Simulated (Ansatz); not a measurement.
`[OH][Zr]([OH])([F])[I]` and `[OH][Zr]([OH])([OH])[F]` differ in one atom or group.

Ansatz, PBE0-D4/def2-TZVP geometries, multiplicity 1. Each molecule was computed in one conformer, which needn't be the lowest.

Elements past krypton have def2 core potentials.

| property | `[OH][Zr]([OH])([F])[I]` |
| --- | --- |
| LUMO energy (B3LYP/def2-TZVPP) / eV | -1.24 |
| size of the dipole moment (ωB97M-V/def2-TZVPP) / D | 3.98 |
| size of the dipole moment (B3LYP/def2-TZVPP) / D | 3.84 |
| ideal-gas entropy at 298 K and 1 bar (rigid rotor, harmonic PBE0-D4/def2-TZVP) / J/(mol·K) | 405 |
| LUMO energy (PBE/def2-TZVPP) / eV | -1.83 |
| LUMO energy (ωB97M-V/def2-TZVPP) / eV | 0.45 |

Problem. Give the same properties after the change, and the shifts. (Estimate.)

Solution. The calculation gave: 
| property | `[OH][Zr]([OH])([OH])[F]` | shift |
| --- | --- | --- |
| LUMO energy (B3LYP/def2-TZVPP) / eV | -0.55 | 0.69 |
| size of the dipole moment (ωB97M-V/def2-TZVPP) / D | 3.21 | -0.77 |
| size of the dipole moment (B3LYP/def2-TZVPP) / D | 3.22 | -0.62 |
| ideal-gas entropy at 298 K and 1 bar (rigid rotor, harmonic PBE0-D4/def2-TZVP) / J/(mol·K) | 389 | -16 |
| LUMO energy (PBE/def2-TZVPP) / eV | -0.88 | 0.95 |
| LUMO energy (ωB97M-V/def2-TZVPP) / eV | 0.60 | 0.15 |

With PBE0 the HOMO falls by 1.38 eV and the LUMO rises by 0.77 eV, so the gap widens by about 2.15 eV. PBE moves the HOMO by -0.84 eV and ωB97M-V by -1.74 eV. The zero-point energy changes by 29.1 kJ/mol with +3 modes. Dipoles are sizes alone; their direction can turn.

B3LYP here is the variant with VWN-RPA as its local correlation; programs differ in this.

Spin–orbit coupling is left out; it splits and shifts lone-pair levels of the heavy atoms by tenths of an eV.
